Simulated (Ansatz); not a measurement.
HgBr, SMILES [Br][Hg] (connectivity only; charge and spin as stated), neutral, multiplicity 2.

Geometry: B3LYP-D3(BJ)/def2-TZVP. The multiplicity is an assumed one; other spin states were not compared. The def2 effective core potentials stand for the cores of Hg; spin–orbit coupling is left out.

Two levels are set side by side: PBE/def2-TZVPD (Ansatz, a first-principles code) and ωB97X-V/def2-TZVPD (Ansatz). Energy differences of separate SCF runs at the same geometry; the states with an electron removed or added have multiplicity 1 and 1. Differences are taken from unrounded values.

```json
[
 {"quantity": "vertical ionisation energy (eV)", "ωB97X-V": "9.32"},
 {"quantity": "vertical electron affinity (eV)", "ωB97X-V": "2.69"}
]
```

**Question.** What does PBE give, and how far is it from ωB97X-V? (Estimate from the structure and the level; the computed values follow.)

**Answer.** 
```tsv
quantity	PBE	PBE minus ωB97X-V
vertical ionisation energy (eV)	9.32	0.00
vertical electron affinity (eV)	2.67	-0.01
```

On these quantities the two levels nearly agree.
